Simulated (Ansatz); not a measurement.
A nudged elastic band was laid between two geometries of C$_{2}$H$_{8}$GeS (12 atoms, charge 0, multiplicity 1).

Theory: RKS PBE0/def2-SVP in Ansatz.

| Quantity | Value |
| --- | --- |
| movable images | 7 |
| climbing image | yes |
| spring | 5.0 eV/Å² |
| optimiser | quadratic models (default) |
| start path | through a guess of the saddle point |
| force threshold | 0.05 eV/Å |
| iteration limit | 60 |
| end points | relaxed |

Image 0:

```xyz
12
Properties=species:S:1:pos:R:3
Ge -1.123 0.282 0.768
C 0.477 -0.735 0.275
C 0.831 -0.647 -1.203
S -0.909 2.429 0.168
H 0.103 2.681 1.027
H -1.396 0.188 2.283
H -2.357 -0.189 -0.022
H 0.302 -1.779 0.586
H 1.304 -0.363 0.902
H 0.038 -1.077 -1.837
H 1.763 -1.190 -1.429
H 0.968 0.399 -1.518
```

Image 8:

```xyz
12
Properties=species:S:1:pos:R:3
Ge -2.167 0.859 1.111
C 1.084 -0.215 0.159
C 1.088 -0.714 -1.276
S -2.178 2.885 1.148
H 0.742 0.832 0.224
H -1.962 -0.035 2.353
H -2.400 0.007 -0.153
H 0.435 -0.832 0.803
H 2.090 -0.246 0.606
H 0.081 -0.678 -1.723
H 1.437 -1.756 -1.341
H 1.749 -0.106 -1.912
```

(1) Which bonds break or form, and what moves?

(2) What energy profile does the band end with?

(3) What is the geometry of the highest image?

Results:

(1) Bonds broken: Ge1–C2, S4–H5. Bonds formed: C2–H5. C2H8GeS becomes C2H6 + GeH2S.

(2) The run converged. The highest image is number 4 of 0 to 8, 241.8 kJ/mol above the first end and 145.5 kJ/mol above the last; the last end lies 96.3 kJ/mol above the first. Neighbouring images differ by up to 1.6 eV, so the band resolves the path poorly. A vibrational analysis at the climbing image gives one clearly imaginary mode, 1417i cm⁻¹: a first-order saddle point. The orbitals stay closed-shell, which can raise the energy where a bond breaks towards radicals; this wasn't checked here.

| image | path coordinate (Å) | energy (kJ/mol) | Ge1–C2 (Å) | S4–H5 (Å) | C2–H5 (Å) |
| --- | --- | --- | --- | --- | --- |
| 0 | 0.00 | 0.0 | 1.96 | 1.35 | 3.52 |
| 1 | 0.67 | 2.6 | 1.96 | 1.35 | 3.13 |
| 2 | 1.34 | 12.3 | 1.96 | 1.35 | 2.67 |
| 3 | 2.00 | 84.2 | 2.01 | 1.38 | 1.99 |
| 4 | 2.67 | 241.8 | 2.21 | 1.83 | 1.37 |
| 5 | 3.43 | 134.9 | 2.72 | 2.50 | 1.11 |
| 6 | 4.19 | 102.9 | 3.14 | 3.05 | 1.11 |
| 7 | 4.95 | 96.9 | 3.46 | 3.51 | 1.11 |
| 8 | 5.71 | 96.3 | 3.55 | 3.69 | 1.10 |

(3) 
```xyz
12
Properties=species:S:1:pos:R:3
Ge -1.393 0.553 0.810
C 0.591 -0.288 0.314
C 0.773 -0.576 -1.165
S -0.717 2.571 0.662
H 0.269 1.037 0.483
H -1.675 -0.106 2.177
H -2.179 -0.148 -0.318
H 0.349 -1.181 0.919
H 1.522 0.081 0.787
H -0.103 -1.090 -1.590
H 1.652 -1.212 -1.349
H 0.912 0.359 -1.729
```

Time of the run: 6.6 min on 2 threads of Arm Neoverse V2, with other jobs on the host, peak memory 0.3 GiB.
